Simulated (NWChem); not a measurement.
System: Si₂H₅O₂F; SMILES O[SiH](O)[SiH2]F

NWChem input:

```
start job
memory heap 200 mb stack 900 mb global 1100 mb
geometry units angstroms noautoz
  O      1.554780     1.127186    -0.549778
  Si     0.158766     0.777360     0.287497
  O     -1.124349     1.731003    -0.173610
  Si    -0.551062    -1.368060    -0.307821
  F      0.559541    -2.443030     0.226074
  H      2.236634     1.622987    -0.088307
  H      0.445271     0.951771     1.749850
  H     -1.086502     2.674233     0.011810
  H     -0.670792    -1.517114    -1.787709
  H     -1.856127    -1.713690     0.329283
end
basis spherical
  * library def2-svp
end
dft
  xc r2scan0
  iterations 150
  mulliken
end
task dft energy
```

All runs use the structure optimised with PBE0/def2-SVP.

**Question.** Predict the main results of this run. (r2SCAN0/def2-SVP.) Quantities: energy (Ha); highest occupied level (eV); orbital gap (eV); dipole (D).

**Answer.** 
| Quantity | Value |
|---|---|
| energy (Ha) | -831.82 |
| highest occupied level (eV) | -8.20 |
| orbital gap (eV) | 8.12 |
| dipole (D) | 3.37 |
